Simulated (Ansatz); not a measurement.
```csv
atom,x (Å),y (Å),z (Å)
C,-0.0174,0.0168,-0.6425
O,-0.0400,-0.0384,0.7607
H,-0.0123,-1.0215,-1.0222
H,-0.8763,0.4428,-1.0348
H,0.9009,0.4674,-1.1247
H,-0.0135,0.8745,1.1048
```

Basis set: STO-3G (spherical functions). Left uncorrelated: 2 orbitals. Charge 0, multiplicity 1.

Computed with Ansatz (development build ahead of 0.2.0); each method stands on the lowest determinant of its kind that the runs found. Restricted open shells among the atoms or ions are ROHF, correlated in semicanonical orbitals with singles.

The atomization energy at this shape (free ground-state atoms in the same class of orbitals less the molecule, no zero-point energy) of singlet CH4O:

```tsv
method	atomization energy
RHF-MP2	20.41 eV
```

Q: What does RHF give?

A: 18.30 eV.

This basis has no polarisation functions and is too small for such energies, which can lie far from measured ones in either direction.
